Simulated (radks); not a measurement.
Results of a calculation; reference values are marked as such.
Effect of the nuclear size on the chlorine ion Cl2+, [Ne] 3s2 3p3. Code: a radial shooting solver on a logarithmic mesh with Libxc functionals. Model: Dirac Kohn-Sham, LDA (Slater exchange, Perdew-Wang correlation), spin-unpolarised, spherical densities, finite nucleus; open shells fill j = l - 1/2 first; Fermi nuclear charge, rms radius 3.3654 fm. The rms radius is varied about that value; shifts are against it.

rms radius (fm) = 2.7091: total energy shift (eV) -0.00491; density at nucleus (e/bohr^3) 3584; 1s1/2 shift (meV) -2.06; 2s1/2 shift (meV) -0.149
rms radius (fm) = 3.1971: total energy shift (eV) -0.00136; density at nucleus (e/bohr^3) 3573; 1s1/2 shift (meV) -0.571; 2s1/2 shift (meV) -0.041
rms radius (fm) = 3.3654: total energy shift (eV) 0; density at nucleus (e/bohr^3) 3569; 1s1/2 shift (meV) 0.000; 2s1/2 shift (meV) 0.000
rms radius (fm) = 3.6918: total energy shift (eV) 0.00283; density at nucleus (e/bohr^3) 3563; 1s1/2 shift (meV) 1.19; 2s1/2 shift (meV) 0.086
rms radius (fm) = 3.8298: total energy shift (eV) 0.00410; density at nucleus (e/bohr^3) 3560; 1s1/2 shift (meV) 1.72; 2s1/2 shift (meV) 0.125

Slopes of the eigenvalues against <r^2> in GHz/fm^2, as finite differences over the two radii next to the reference (eigenvalue slopes, not the field-shift constants of lines): 1s1/2 125, 2s1/2 9.04.
